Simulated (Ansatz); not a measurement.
An input meant for [Se3]- (Se3⁻) (charge -1, doublet; with a point charge).

```yaml
crystal:
  periodic: [false, false, false]
  atoms:
    - {symbol: Se, position_ang: [-1.140484, -0.679222, -1.480932]}
    - {symbol: Se, position_ang: [-0.373919, 0.708522, 0.192146]}
    - {symbol: Se, position_ang: [-1.140484, -0.379222, -1.180932]}
basis:
  gaussian: {orbitals: def2-TZVPD, point_charges: [{charge: 1.00, position_ang: [5.340, -0.236, 0.184]}]}
total_charge: -1
magnetization: {spin_polarized: true, initial_magnetization: 1}
hamiltonian: {xc: {name: RPBE}, dispersion: d3bjatm}
output: {forces: true}
```

```sh
$ ansatz run in.yaml --threads 4 --pin off --events-out ev --progress --plain --max-ram 3916MiB
```

Output, abridged:

```
Functional definition: RPBE
1269 factors; their error is unknown
mean field evaluation 1: about -192746.9072 eV, gradient 8.8e1 eV
mean field evaluation 2: about -192592.0286 eV, gradient 2.3e2 eV
mean field evaluation 4: about -192752.5722 eV, gradient 2.5e1 eV
mean field evaluation 8: about -192755.9173 eV, gradient 5.6e-1 eV
mean field evaluation 16: about -192755.8063 eV, gradient 5.1e-2 eV
mean field evaluation 32: about -192754.8493 eV, gradient 4.6e0 eV
a density is far from that of the atoms, so the factors are made again for it
1397 factors; integrals over basis functions are off by at most 5.7e-5 eV
mean field -192755.77630436 eV, -7083.6441246273 hartree, gradient 2.5e-5 eV, S^2 0.750391; 0 other end points of the search recorded, 0 dependent functions left out
reference -192755.77633462 eV, -7083.6441257395 hartree; 52, 51 occupied and 119, 120 virtual orbitals, 1397 factors
Total energy: -192757.39540119 eV, -7083.7036253384 hartree
Atom 0 at    -1.140484    -0.679222    -1.480932 Å, force    -9.803014 -16212.960045 -16217.102541 eV/Å
Atom 1 at    -0.373919     0.708522     0.192146 Å, force     3.004054     5.618892     6.272614 eV/Å
Atom 2 at    -1.140484    -0.379222    -1.180932 Å, force     7.758807 16207.068973 16210.683759 eV/Å
Dipole moment:    -2.961885    -0.902821    -1.600212 e Å
```

Q: Something in this input is off. What?

A: One atom was put on top of another. The run converged. The result belongs to that input, not to the species as meant.
